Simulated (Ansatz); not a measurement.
Input (CCSDTQ/cc-pVDZ; Ansatz, an electronic-structure program):

Ansatz 0.2 input:
```yaml
crystal:
  periodic: [false, false, false]
  atoms:
    - {symbol: C, position_ang: [-1.41252861, -0.46030656, 0.06426309]}
    - {symbol: Br, position_ang: [0.35005062, 0.11407245, -0.01592558]}
    - {symbol: H, position_ang: [-1.88850635, -0.48301087, 1.02928333]}
    - {symbol: H, position_ang: [-1.88809358, -0.74768542, -0.85746665]}
basis:
  gaussian:
    orbitals: cc-pVDZ
magnetization: {spin_polarized: true, initial_magnetization: 1}
correlation: {method: ccsdtq, electrons: outside_noble_gas}
```

Output:

```
Functional definition: HF
integrals: 0.05 GiB planned
959 factors; integrals over basis functions are off by at most 1.6e-7 eV
mean field: 0.24 GiB planned
mean field evaluation 1: about -71058.1068 eV, gradient 8.8e0 eV
mean field evaluation 2: about -71058.1389 eV, gradient 8.9e0 eV
mean field evaluation 4: about -71058.8987 eV, gradient 1.3e0 eV
mean field evaluation 8: about -71058.9390 eV, gradient 1.2e-1 eV
mean field evaluation 16: about -71058.7413 eV, gradient 3.0e0 eV
mean field evaluation 32: about -71053.7531 eV, gradient 2.4e-2 eV
mean field -71058.93942748 eV, -2611.3678584807 hartree, gradient 2.1e-6 eV, S^2 0.767489; 0 other end points of the search recorded, 0 dependent functions left out
15 core orbitals not correlated
reference -71058.93942748 eV, -2611.3678584807 hartree; 7, 6 occupied and 29, 30 virtual orbitals, 959 factors
second order -6.36564525 eV of doubles, -0.00000000 eV of singles
coupled cluster: 3.80 GiB planned
cycle   1  -6.89462007 eV  change   -5.3e-1 eV  update   7.0e-2
cycle   2  -7.21271882 eV  change   -3.2e-1 eV  update   3.0e-2
cycle   3  -7.34581113 eV  change   -1.3e-1 eV  update   2.0e-2
cycle   4  -7.33098967 eV  change    1.5e-2 eV  update   7.9e-3
cycle   5  -7.34008183 eV  change   -9.1e-3 eV  update   4.7e-3
cycle   6  -7.34104064 eV  change   -9.6e-4 eV  update   1.6e-3
cycle   7  -7.33957711 eV  change    1.5e-3 eV  update   7.0e-4
cycle   8  -7.33956398 eV  change    1.3e-5 eV  update   2.7e-4
cycle   9  -7.33980471 eV  change   -2.4e-4 eV  update   1.1e-4
cycle  10  -7.33977563 eV  change    2.9e-5 eV  update   4.6e-5
cycle  11  -7.33977554 eV  change    8.7e-8 eV  update   2.3e-5
cycle  12  -7.33978047 eV  change   -4.9e-6 eV  update   1.2e-5
cycle  13  -7.33977950 eV  change    9.7e-7 eV  update   4.7e-6
cycle  14  -7.33978352 eV  change   -4.0e-6 eV  update   2.2e-6
cycle  15  -7.33978433 eV  change   -8.1e-7 eV  update   9.2e-7
Total energy: -71066.27921181 eV, -2611.6375905797 hartree
```
